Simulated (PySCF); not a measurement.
## Correlation energy of V⁺ (vanadium, charge +1)

[Ar] 3d4, high-spin 5D determinant. Computed with PySCF 2.14 in x2c-TZVPPall with one added diffuse shell each of s, p, d, f type (7s6p5d3f1g, 80 functions), with the spin-free X2C one-electron Hamiltonian (Gaussian nucleus). Frozen: [Ar]; 4 electrons correlated.

```csv
level,correlation energy (mhartree)
CCSD,-51.34
(T),-0.88
CCSD(T),-52.22
```

Diagnostics: T1 = 0.011, D1 = 0.0170, largest double amplitude 0.028.

Cost of the coupled-cluster step: roughly 6 core-seconds, for 4 correlated electrons.

Iterations:

```
CC2 = 0
CCSD nocc = (np.int64(4), np.int64(0)), nmo = (71, 71)
frozen orbitals [[0, 1, 2, 3, 4, 5, 6, 7, 8], [0, 1, 2, 3, 4, 5, 6, 7, 8]]
max_cycle = 100
direct = 0
conv_tol = 1e-08
conv_tol_normt = 1e-06
diis_space = 8
diis_start_cycle = 0
Init t2, MP2 energy = -0.0449320185024459
Init E_corr(UCCSD) = -0.0449320185031592
cycle = 1  E_corr(UCCSD) = -0.0500472291410006  dE = -0.00511521064  norm(t1,t2) = 0.0240781
cycle = 2  E_corr(UCCSD) = -0.0509297353235402  dE = -0.000882506183  norm(t1,t2) = 0.00889373
cycle = 3  E_corr(UCCSD) = -0.0513486697598245  dE = -0.000418934436  norm(t1,t2) = 0.00442549
cycle = 4  E_corr(UCCSD) = -0.0513226067044936  dE = 2.60630553e-05  norm(t1,t2) = 0.00120442
cycle = 5  E_corr(UCCSD) = -0.0513332778590717  dE = -1.06711546e-05  norm(t1,t2) = 0.000591888
cycle = 6  E_corr(UCCSD) = -0.0513423807334094  dE = -9.10287434e-06  norm(t1,t2) = 0.00026587
cycle = 7  E_corr(UCCSD) = -0.0513410428346155  dE = 1.33789879e-06  norm(t1,t2) = 0.00020721
cycle = 8  E_corr(UCCSD) = -0.0513400096917193  dE = 1.0331429e-06  norm(t1,t2) = 0.000194336
cycle = 9  E_corr(UCCSD) = -0.0513414029205649  dE = -1.39322885e-06  norm(t1,t2) = 0.00016573
cycle = 10  E_corr(UCCSD) = -0.0513420630866041  dE = -6.60166039e-07  norm(t1,t2) = 9.05929e-05
cycle = 11  E_corr(UCCSD) = -0.0513411877152119  dE = 8.75371392e-07  norm(t1,t2) = 4.10711e-05
cycle = 12  E_corr(UCCSD) = -0.0513412705450401  dE = -8.28298282e-08  norm(t1,t2) = 1.34184e-05
cycle = 13  E_corr(UCCSD) = -0.0513412866765874  dE = -1.61315473e-08  norm(t1,t2) = 5.17047e-06
cycle = 14  E_corr(UCCSD) = -0.051341284469046  dE = 2.20754141e-09  norm(t1,t2) = 1.80655e-06
cycle = 15  E_corr(UCCSD) = -0.051341270865882  dE = 1.3603164e-08  norm(t1,t2) = 6.48833e-07
cycle = 16  E_corr(UCCSD) = -0.0513412685996274  dE = 2.26625461e-09  norm(t1,t2) = 2.47338e-07
UCCSD converged
E(UCCSD) = -947.9585915322173  E_corr = -0.05134126859962741
UCCSD(T) correction = -0.000875141021448058
```
